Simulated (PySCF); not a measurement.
A structure optimised at B3LYP-D3(BJ)/def2-SVP, used in a PySCF frequency run:

```
C
C 1 1.3471
H 2 1.0908 1 124.32
H 1 1.0946 2 126.29 3 0.00
C 1 1.5145 4 121.35 2 180.00
C 5 1.3471 1 112.36 4 180.00
H 6 1.0908 5 124.32 1 180.00
H 5 1.0946 6 126.29 7 0.00
B 2 1.5835 3 131.34 1 180.00
F 9 1.3227 2 126.70 3 0.00
```
Charge 0, spin multiplicity 1.

**Question.** Write its SMILES, formula and point group.

**Answer.** FB1C=CC=C1, C4H4BF, C2v

**Question.** What are its rotational constants (standard atomic weights)?

**Answer.** 7.5368, 3.3731, 2.3302 GHz
